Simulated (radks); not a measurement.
Q: Excited configurations of the lutetium ion Lu3+: one electron is placed in a higher orbital outside [Xe] 4f13. The ground configuration is [Xe] 4f14. All-electron calculation, Dirac Kohn-Sham, PBE, spin-unpolarised, spherical densities, finite nucleus; open shells fill j = l - 1/2 first; Fermi nuclear charge, rms radius 5.37 fm. Program: a radial shooting solver on a logarithmic mesh with Libxc functionals. Excitation = E - E(ground); binding = E(ion) - E, where the ion is the core of charge +4; n* = 4/sqrt(2 binding) in atomic units, and the quantum defect is n - n*.

| outer orbital | excitation (eV) | binding (eV) | n* | quantum defect | eigenvalue (eV) | <r> (bohr) |
|---|---|---|---|---|---|---|
| 6s1/2 | 14.971 | 30.915 | 2.654 | 3.346 | -27.026 | 2.767 |
| 6p1/2 | 20.844 | 25.042 | 2.948 | 3.052 | -21.751 | 3.175 |
| 6d3/2 | 29.680 | 16.206 | 3.665 | 2.335 | -14.124 | 4.475 |
| 6f5/2 | 36.490 | 9.396 | 4.813 | 1.187 | -8.141 | 7.311 |
| 7s1/2 | 29.576 | 16.310 | 3.653 | 3.347 | -14.548 | 5.154 |
| 7p1/2 | 31.863 | 14.023 | 3.940 | 3.060 | -12.449 | 5.771 |
| 7d3/2 | 35.777 | 10.109 | 4.641 | 2.359 | -8.923 | 7.565 |
| 7f5/2 | 39.311 | 6.575 | 5.754 | 1.246 | -5.811 | 11.17 |

Estimate the row for 5f5/2.

A: excitation (eV) 31.715; binding (eV) 14.171; n* 3.919; quantum defect 1.081; eigenvalue (eV) -11.800; <r> (bohr) 4.206. The Delta-SCF ionisation energy is 45.886 eV (NIST Atomic Spectra Database: 45.25 eV, semi-empirical). Self-interaction in the functional shifts the binding energies and quantum defects, so they are the method's values and not measured ones. Spin polarisation and multiplet splitting are left out, so open shells lie too high by an amount that depends on their filling.

Beside tabulated values, note that spin-unpolarised runs miss the spin-polarisation part of the exchange energy of open shells.
